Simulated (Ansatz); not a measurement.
The cluster Mg6N3⁺. Total charge 1; singlet. Geometry r2SCAN-D4/def2-SVP, that of the neutral doublet.

```xyz
9

Mg   -1.5042   -1.2940    0.9743
Mg    0.8729   -1.0435   -0.2858
Mg    1.6047    1.4849    0.3254
Mg    0.2409    0.4800    3.2076
Mg   -0.2020   -0.3926   -2.6498
Mg   -0.9274    0.9346   -0.4409
N    -1.1351   -1.1118   -0.9882
N     0.0984    0.1889    1.2811
N     0.9519    0.7535   -1.4237
```

A triplet lies near this restricted singlet, and broken spin symmetry wasn't tried. The structure comes from a short search, and lower isomers may exist.

Q: Estimate the orbital energies around the gap (eV) in Ansatz with PBE-D4/def2-TZVP, PBE0-D4/def2-TZVP, CAM-B3LYP-D4/def2-TZVP.

A: 
| orbital | PBE-D4/def2-TZVP | PBE0-D4/def2-TZVP | CAM-B3LYP-D4/def2-TZVP |
| --- | --- | --- | --- |
| HOMO−5 | -9.17 | -10.04 | -11.19 |
| HOMO−4 | -8.69 | -9.56 | -10.70 |
| HOMO−3 | -8.66 | -9.46 | -10.60 |
| HOMO−2 | -8.56 | -9.37 | -10.50 |
| HOMO−1 | -7.61 | -8.21 | -9.36 |
| HOMO | -7.42 | -8.01 | -8.69 |
| LUMO | -6.90 | -6.26 | -5.48 |
| LUMO+1 | -6.11 | -5.49 | -4.68 |
| LUMO+2 | -5.88 | -5.17 | -4.33 |
| LUMO+3 | -5.53 | -4.82 | -4.03 |
| LUMO+4 | -5.30 | -4.56 | -3.73 |
| LUMO+5 | -4.60 | -3.87 | -2.87 |
